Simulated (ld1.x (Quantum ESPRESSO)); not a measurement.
**W (Z = 74) TM semilocal: all-electron and pseudo phase curves**

```json
{"Element": "tungsten (W)", "Generator": "ld1.x (Quantum ESPRESSO) 7.5", "Type": "norm-conserving Troullier–Martins (semilocal form)", "Functional": "PBE", "Relativity": "scalar-relativistic", "Frozen core": "[Kr] 4d10 4f14", "Valence charge": "14", "Reference configuration": "5s2 5p6 5d4 6s2 6p0", "Partial waves": "5s (bound): rc 1.52 bohr; 5d (bound): rc 2.10 bohr; 5p (bound): rc 1.50 bohr", "Local potential": "the p channel", "Core correction": "none"}
```

Occupied shells without a wave of their own: 6s. They enter only through the test configuration that unscreens the potential.

The phase is arctan(r·u′/u) with u = r·R(r), unwrapped; energies in Ry, scanned from -8 to 5 Ry. A pole is an energy at which the radial function vanishes at the test radius. The pseudo phase is shifted by a multiple of π to meet the all-electron one at the reference energy, and phase errors are pseudo minus all-electron; the curves can meet again beyond the range given. Levels narrower than the energy grid can be missing from the lists of poles.

Task: For each channel, where are the poles, and over which energies does the pseudopotential scatter like the atom?

Result:

| channel | radius (bohr) | reference energy (Ry) | poles, all-electron | poles, pseudo | unbroken range about the reference energy with phases within 0.05 rad | phase error 1 Ry above the reference energy (rad) |
| --- | --- | --- | --- | --- | --- | --- |
| s | 2.29 | -5.81 | -5.72, 4.26 | -5.72, 2.86 | below -1.4 | -0.001 |
| p | 2.29 | -3.18 | -2.90 | -2.90 | below 0.9 | -0.001 |
| d | 2.29 | -0.33 | 0.82 | 0.82 | below 4.0 | -0.001 |

The potential misses its own reference levels by up to 0.9 eV.

Phases in the p channel:

```csv
E (Ry),all-electron,pseudo
-8.00,1.400,1.400
-7.76,1.397,1.397
-7.52,1.393,1.393
-7.28,1.389,1.389
-7.04,1.385,1.385
-6.80,1.380,1.380
-6.56,1.375,1.375
-6.32,1.369,1.369
-6.08,1.363,1.363
-5.84,1.355,1.355
-5.60,1.347,1.347
-5.36,1.338,1.337
-5.12,1.326,1.326
-4.88,1.312,1.312
-4.64,1.293,1.293
-4.40,1.268,1.268
-4.16,1.230,1.229
-3.92,1.163,1.162
-3.68,1.004,1.002
-3.44,0.275,0.272
-3.20,-1.235,-1.235
-2.96,-1.539,-1.539
-2.72,-1.639,-1.640
-2.48,-1.693,-1.693
-2.24,-1.728,-1.729
-2.00,-1.756,-1.757
-1.76,-1.781,-1.782
-1.52,-1.804,-1.805
-1.28,-1.827,-1.829
-1.04,-1.851,-1.854
-0.80,-1.877,-1.881
-0.56,-1.907,-1.911
-0.32,-1.941,-1.948
-0.08,-1.982,-1.991
0.16,-2.033,-2.045
0.40,-2.097,-2.115
0.64,-2.181,-2.209
0.88,-2.297,-2.341
1.12,-2.460,-2.530
1.36,-2.692,-2.801
1.60,-3.008,-3.156
1.84,-3.372,-3.531
2.08,-3.703,-3.839
2.32,-3.953,-4.058
2.56,-4.129,-4.209
2.80,-4.252,-4.316
3.04,-4.342,-4.394
3.28,-4.409,-4.453
3.52,-4.462,-4.499
3.76,-4.503,-4.537
4.00,-4.537,-4.568
4.24,-4.565,-4.594
4.48,-4.590,-4.617
4.72,-4.611,-4.636
4.96,-4.629,-4.654
```
